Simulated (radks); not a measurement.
The numbers below are computed, except where a source is named.
Numerical settings for the rubidium ion Rb+, [Kr]. Level of theory: scalar-relativistic Kohn-Sham, LDA (Slater exchange, Perdew-Wang correlation), spin-polarised, spherical densities, finite nucleus; Fermi nuclear charge, rms radius 4.2036 fm (a radial shooting solver on a logarithmic mesh with Libxc functionals). The defaults (mesh step 0.008 in ln r, mesh end at 40 bohr or more with all orbitals vanishing there, Anderson mixing 0.5 over 9 steps, residual threshold near 1e-9 with the energy settled to 1e-9 hartree or 1e-11 of itself, here a cap of 79 iterations) give E = -2977.4617 hartree and 4p at -21.792 eV in 14 iterations. Run on one thread of a shared host, so times are rough (Arm Neoverse V1): 0.16 s of CPU time, 0.16 s wall, 14 iterations on 2259 mesh points. Changes against that run (0 stands for a change within the tolerance of the run):

setting	iterations	converged	E (mhartree)	e(4p) (meV)	CPU (s)
mesh step in ln r 0.08	7	no	diverged	-	0.04
mesh step in ln r 0.02	14	yes	0	0	0.07
mesh step in ln r 0.005	14	yes	0	0	0.25
mesh end (bohr) 8	14	yes	+0.0098	+0.666	0.16
mesh end (bohr) 3	14	yes	+772	+8.53e+03	0.15
residual threshold 0.01	10	yes	0	+0.0114	0.13
residual threshold 0.1	10	yes	0	+0.0114	0.14
mixing 0.2	16	yes	0	0	0.19
linear mixing, mixing 1	79	no	+6.87e+04	-3.4e+05	1.9
linear mixing, mixing 0.8	45	yes	0	0	0.44
mixing history 2	18	yes	0	0	0.19
iteration cap 3	3	no	+14.9	-1.01e+03	0.05

Settings that end as converged yet miss the energy by more than 1 mhartree: mesh end (bohr) 3 (+0.772 hartree). A mesh that ends early acts as a hard wall.
